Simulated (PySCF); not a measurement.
PySCF input for C5H8S, SMILES C=C=C(C)SC, PBE-D3(BJ)/def2-SVP. The structure is a stationary point at PBE-D3(BJ)/def2-SVP. The values are those of a single conformer.

```python
import numpy as np
from pyscf import gto, scf, dft, df
from pyscf.hessian import thermo

mol = gto.M(
    atom='''
    C     2.58546452    0.06654491    1.25314701
    C     1.44761011    0.26306226    0.61999139
    C     0.31922463    0.46111627   -0.04521764
    C    -0.20628055    1.82214936   -0.43106061
    S    -0.54780398   -0.99932612   -0.62866494
    C    -2.24011547   -0.69567438   -0.01477615
    H     2.63746801    0.05285046    2.35636521
    H     3.53055697   -0.10065381    0.70608391
    H    -1.20149151    2.01148094    0.02333601
    H     0.47935622    2.62186625   -0.09135037
    H    -0.32750803    1.89038787   -1.53216213
    H    -2.25652266   -0.60227233    1.08907270
    H    -2.83047343   -1.58584669   -0.30674470
    H    -2.70194136    0.19821464   -0.47846572
    ''',
    basis='def2-SVP',
    charge=0,
    spin=0,
    max_memory=1600,
    verbose=3,
)
mf = dft.RKS(mol, xc='pbe').density_fit(auxbasis='def2-universal-jkfit')
mf.disp = 'd3bj'
mf.grids.level = 3
mf.conv_tol = 1e-11
mf.max_cycle = 100
mf.kernel()

# [left out here: the lines that compute and print the analytic Hessian (its translational invariance restored by hand, since the grid's response is missing), thermochemistry and intensities]
```

Output:

```
converged SCF energy = -592.779587678355

WARN: DFTD3 does not support analytical Hessian, using finite difference


WARN: Mole.unit (angstrom) is changed to Bohr

Mode                                 0                   1                   2
Irrep
Freq [cm^-1]                       40.1214            144.7192            149.5852
Reduced mass [au]                   3.1015              1.2904              1.7063
Force const [Dyne/A]                0.0029              0.0159              0.0225
Char temp [K]                      57.7258            208.2186            215.2198
Normal mode                   x     y     z       x     y     z       x     y     z
       0   C                -0.06 -0.03  0.06    0.02  0.09  0.02    0.01 -0.06 -0.06
       1   C                -0.03 -0.01  0.01    0.01 -0.02  0.01   -0.02  0.03  0.02
       2   C                 0.00  0.02 -0.04    0.01 -0.04  0.00   -0.03  0.05  0.04
       3   C                 0.04  0.02 -0.06    0.04 -0.03  0.01    0.03  0.04 -0.05
       4   S                -0.01  0.03 -0.06   -0.03 -0.01 -0.02    0.01  0.02  0.05
       5   C                 0.05 -0.07  0.15   -0.01  0.01  0.01   -0.04 -0.08 -0.04
       6   H                -0.12 -0.04  0.07    0.01  0.15  0.02    0.11 -0.06 -0.06
       7   H                -0.04 -0.05  0.11    0.04  0.13  0.04   -0.04 -0.12 -0.14
       8   H                 0.00  0.02 -0.14    0.14  0.08  0.19   -0.08  0.02 -0.28
       9   H                 0.01  0.02 -0.01    0.16 -0.06 -0.16   -0.06  0.05  0.11
      10   H                 0.12  0.03 -0.07   -0.16 -0.09  0.03    0.28  0.05 -0.08
      11   H                 0.18 -0.17  0.16   -0.07 -0.40  0.04   -0.16 -0.37 -0.01
      12   H                 0.04 -0.05  0.13   -0.14  0.22 -0.37   -0.03  0.01 -0.35
      13   H                -0.02 -0.03  0.28    0.16  0.26  0.31    0.04  0.05  0.14
Mode                                 3                   4                   5
Irrep
Freq [cm^-1]                      156.2602            215.8433            263.6581
Reduced mass [au]                   1.5775              1.8325              2.8416
Force const [Dyne/A]                0.0227              0.0503              0.1164
Char temp [K]                     224.8237            310.5504            379.3453
Normal mode                   x     y     z       x     y     z       x     y     z
       0   C                -0.05 -0.11  0.00    0.03  0.04 -0.02    0.03 -0.01 -0.05
       1   C                -0.01  0.04 -0.02   -0.02 -0.02  0.04   -0.08  0.01  0.16
       2   C                -0.00  0.06 -0.02   -0.01 -0.00  0.03   -0.03 -0.02  0.07
       3   C                -0.06  0.03 -0.03    0.11  0.04 -0.00   -0.03 -0.05 -0.05
       4   S                 0.04  0.01  0.03   -0.03  0.03 -0.01    0.02  0.01 -0.04
       5   C                 0.03 -0.02 -0.01   -0.06 -0.11 -0.02    0.04  0.05  0.02
       6   H                -0.07 -0.13  0.00    0.11  0.10 -0.02    0.29 -0.08 -0.06
       7   H                -0.05 -0.19  0.02   -0.01  0.02 -0.08   -0.09  0.05 -0.28
       8   H                 0.12  0.15  0.31    0.21  0.22  0.15   -0.03  0.01 -0.06
       9   H                 0.11  0.04 -0.39    0.28 -0.03 -0.20   -0.02 -0.01 -0.16
      10   H                -0.46 -0.12  0.01   -0.07 -0.06  0.01   -0.05 -0.20 -0.06
      11   H                -0.01 -0.08 -0.00   -0.05  0.06 -0.04    0.12  0.08  0.01
      12   H                 0.03  0.01 -0.08    0.08 -0.26  0.14   -0.01  0.07  0.07
      13   H                 0.06  0.02  0.03   -0.22 -0.26 -0.16    0.06  0.07  0.03
Mode                                 6                   7                   8
Irrep
Freq [cm^-1]                      316.5400            458.0145            499.7252
Reduced mass [au]                   3.2463              3.8286              4.4331
Force const [Dyne/A]                0.1916              0.4732              0.6523
Char temp [K]                     455.4306            658.9808            718.9934
Normal mode                   x     y     z       x     y     z       x     y     z
       0   C                -0.07  0.02 -0.06    0.03 -0.01  0.02    0.03 -0.03  0.02
       1   C                -0.10 -0.00  0.00   -0.02  0.07  0.11    0.07  0.17 -0.01
       2   C                -0.06  0.01 -0.05    0.12  0.01 -0.16   -0.01  0.02  0.08
       3   C                 0.07  0.09  0.05    0.00  0.01  0.01    0.02  0.03  0.00
       4   S                 0.03 -0.07  0.01   -0.03 -0.02  0.00   -0.04 -0.07 -0.04
       5   C                 0.05  0.02  0.01   -0.04 -0.01  0.01   -0.03 -0.00  0.00
       6   H                 0.00  0.00 -0.06    0.20 -0.03  0.01   -0.06 -0.31  0.02
       7   H                -0.11  0.05 -0.13   -0.07 -0.07 -0.13    0.08  0.08  0.06
       8   H                 0.10  0.20  0.06    0.01 -0.18  0.12    0.02  0.16 -0.05
       9   H                 0.19 -0.05  0.14   -0.08  0.04  0.11    0.08  0.01 -0.05
[...]
       6   H                 0.24 -0.04 -0.04    0.03 -0.01 -0.01    0.29 -0.05 -0.07
       7   H                 0.09 -0.02  0.23    0.01  0.00  0.03    0.10 -0.02  0.29
       8   H                 0.16  0.34  0.20    0.08  0.21  0.08   -0.21 -0.08 -0.41
       9   H                -0.28  0.09  0.34   -0.17  0.05  0.20    0.26 -0.22  0.08
      10   H                 0.02 -0.23 -0.04   -0.03 -0.13 -0.02   -0.42  0.05  0.04
      11   H                 0.05  0.38 -0.03    0.19 -0.52  0.06    0.01 -0.07  0.00
      12   H                -0.00  0.08 -0.30   -0.25  0.19  0.05   -0.01 -0.01  0.05
      13   H                -0.17 -0.01  0.19   -0.08 -0.30 -0.54    0.05  0.00 -0.05
Mode                                27                  28                  29
Irrep
Freq [cm^-1]                     2008.4252           2965.5326           2972.2203
Reduced mass [au]                  10.4167              1.0361              1.0307
Force const [Dyne/A]               24.7567              5.3685              5.3646
Char temp [K]                    2889.6767           4266.7411           4276.3633
Normal mode                   x     y     z       x     y     z       x     y     z
       0   C                 0.10 -0.02  0.05   -0.00 -0.00 -0.00    0.00 -0.00  0.00
       1   C                -0.20  0.04 -0.11    0.00 -0.00  0.00   -0.00  0.00 -0.00
       2   C                 0.10 -0.03  0.06   -0.00 -0.00 -0.00   -0.00 -0.00  0.00
       3   C                -0.00  0.00 -0.00   -0.03  0.04 -0.02    0.00 -0.01  0.00
       4   S                 0.00  0.00  0.00   -0.00 -0.00 -0.00    0.00  0.00 -0.00
       5   C                -0.00 -0.00 -0.00    0.01 -0.00 -0.00    0.04 -0.01 -0.02
       6   H                 0.00  0.00  0.08   -0.00  0.00 -0.00    0.00  0.00 -0.00
       7   H                 0.07 -0.01 -0.04   -0.00  0.00  0.00   -0.00 -0.00  0.00
       8   H                -0.00  0.02 -0.02    0.56 -0.09 -0.26   -0.07  0.01  0.03
       9   H                 0.01 -0.01  0.01   -0.29 -0.32 -0.14    0.04  0.05  0.02
      10   H                -0.02  0.02  0.00    0.05 -0.03  0.59   -0.01  0.00 -0.10
      11   H                 0.01  0.00 -0.00    0.00  0.01  0.08    0.01  0.04  0.59
      12   H                -0.01  0.00 -0.00   -0.03 -0.06 -0.02   -0.25 -0.40 -0.13
      13   H                 0.00 -0.00 -0.00   -0.04  0.08 -0.04   -0.23  0.48 -0.26
Mode                                30                  31                  32
Irrep
Freq [cm^-1]                     3043.0663           3044.2107           3076.4369
Reduced mass [au]                   1.0604              1.1011              1.1090
Force const [Dyne/A]                5.7854              6.0122              6.1839
Char temp [K]                    4378.2949           4379.9414           4426.3078
Normal mode                   x     y     z       x     y     z       x     y     z
       0   C                 0.06 -0.01  0.03    0.01 -0.00  0.00   -0.00  0.00  0.00
       1   C                -0.01  0.00 -0.00   -0.00  0.00 -0.00    0.00  0.00 -0.00
       2   C                -0.00 -0.00 -0.00    0.00 -0.00 -0.00    0.00  0.00  0.00
       3   C                -0.01 -0.00  0.01    0.05  0.00 -0.07   -0.01 -0.00  0.00
       4   S                 0.00  0.00  0.00    0.00 -0.00  0.00   -0.00 -0.00  0.00
       5   C                -0.00 -0.00  0.00    0.00  0.00 -0.00   -0.02  0.05 -0.07
       6   H                -0.02  0.01 -0.67   -0.00  0.00 -0.10   -0.00  0.00 -0.00
       7   H                -0.58  0.10  0.35   -0.09  0.02  0.05    0.00 -0.00 -0.00
       8   H                 0.09 -0.02 -0.04   -0.62  0.11  0.27    0.05 -0.01 -0.02
       9   H                 0.02  0.02  0.01   -0.06 -0.08 -0.05    0.03  0.03  0.01
      10   H                -0.01  0.00 -0.09    0.08 -0.03  0.63   -0.00 -0.00  0.00
      11   H                 0.00 -0.00 -0.01    0.00  0.00  0.03    0.00  0.06  0.62
      12   H                 0.00  0.00  0.00   -0.01 -0.02 -0.01   -0.05 -0.07 -0.04
      13   H                -0.00  0.00 -0.00    0.01 -0.02  0.01    0.28 -0.57  0.30
Mode                                33                  34                  35
Irrep
Freq [cm^-1]                     3079.6379           3088.7268           3124.6236
Reduced mass [au]                   1.1037              1.1048              1.1159
Force const [Dyne/A]                6.1675              6.2098              6.4192
Char temp [K]                    4430.9133           4443.9902           4495.6377
Normal mode                   x     y     z       x     y     z       x     y     z
       0   C                 0.00 -0.00  0.00    0.00 -0.00 -0.00    0.04 -0.01 -0.08
       1   C                -0.00  0.00 -0.00    0.00 -0.00  0.00    0.00 -0.00 -0.00
       2   C                 0.00 -0.00  0.00   -0.00 -0.00 -0.00    0.00 -0.00 -0.00
       3   C                 0.06  0.04  0.05   -0.00 -0.00  0.00   -0.00 -0.00  0.00
       4   S                -0.00 -0.00 -0.00    0.00  0.00  0.00    0.00 -0.00 -0.00
       5   C                -0.00  0.00 -0.00    0.03  0.07  0.04   -0.00 -0.00 -0.00
       6   H                -0.00  0.00 -0.01   -0.00 -0.00  0.00    0.04 -0.01  0.68
       7   H                -0.01  0.00  0.00   -0.00  0.00  0.00   -0.56  0.10  0.32
       8   H                -0.19  0.04  0.10    0.01 -0.00 -0.00    0.00 -0.00 -0.00
       9   H                -0.52 -0.60 -0.26    0.00  0.00  0.00    0.00  0.00  0.00
      10   H                -0.03  0.03 -0.39   -0.00  0.00 -0.01   -0.00  0.00 -0.00
      11   H                 0.00  0.00  0.03    0.00 -0.02 -0.41    0.00  0.00  0.00
      12   H                -0.00 -0.00 -0.00   -0.43 -0.66 -0.21    0.00  0.00  0.00
      13   H                 0.02 -0.03  0.02    0.11 -0.20  0.12    0.00 -0.00  0.00
temperature 298.1500 [K]
pressure 101325.00 [Pa]
Rotational constants [GHz] 4.64813 1.80887 1.47101
Symmetry number 1
Zero-point energy (ZPE) 0.10932 [Eh]   287029.993 [J/mol]
                           tot       elec      trans        rot        vib
Entropy [J/mol/K]       373.507      0.000    166.202    115.706     91.598
Cv [J/mol/K]            119.265      0.000     12.472     12.472     94.322
Cp [J/mol/K]            127.580      0.000     20.786     12.472     94.322
Internal energy [J/mol]                      3718.434   3718.434 301490.430
Internal energy [Eh]   -592.66192  -592.77959
Enthalpy [J/mol]                             6197.391   3718.434 301490.430
Enthalpy [Eh]          -592.66098
Gibbs free energy [J/mol]                  -43355.849 -30779.392 274180.444
Gibbs free energy [Eh] -592.70339
mode   freq/cm-1   IR/(km/mol)
   1       40.12         2.426
   2      144.72         0.552
   3      149.59         2.352
   4      156.26         0.428
   5      215.84         0.168
   6      263.66         4.027
   7      316.54         1.118
   8      458.01         1.167
   9      499.73         2.697
  10      586.27         3.181
  11      622.85         7.794
  12      695.21         0.741
  13      818.58        43.214
  14      902.27         2.238
  15      921.34         3.111
  16      935.59        10.219
  17      952.74         0.451
  18      998.44         0.300
  19     1073.59        23.931
  20     1234.65        15.819
  21     1273.13         4.124
  22     1327.49         2.704
  23     1382.99        11.699
  24     1388.79         6.122
  25     1396.87         8.046
  26     1407.40        13.613
  27     1422.14         4.545
  28     2008.43        21.839
  29     2965.53        15.958
  30     2972.22        28.739
  31     3043.07         5.503
  32     3044.21         9.186
  33     3076.44         7.644
  34     3079.64         7.491
  35     3088.73         2.830
  36     3124.62         0.812
max |gradient| / (hartree/bohr): 4.6928752098067156e-05
APT charges: [-0.1681  0.0473  0.1239 -0.0125 -0.1051  0.0405  0.0301  0.0449 -0.0045
  0.0092  0.0004 -0.0127  0.018  -0.0113]
```

The calculation finished and met its thresholds.

Cost: about 2.9 core-minutes (a rough figure).
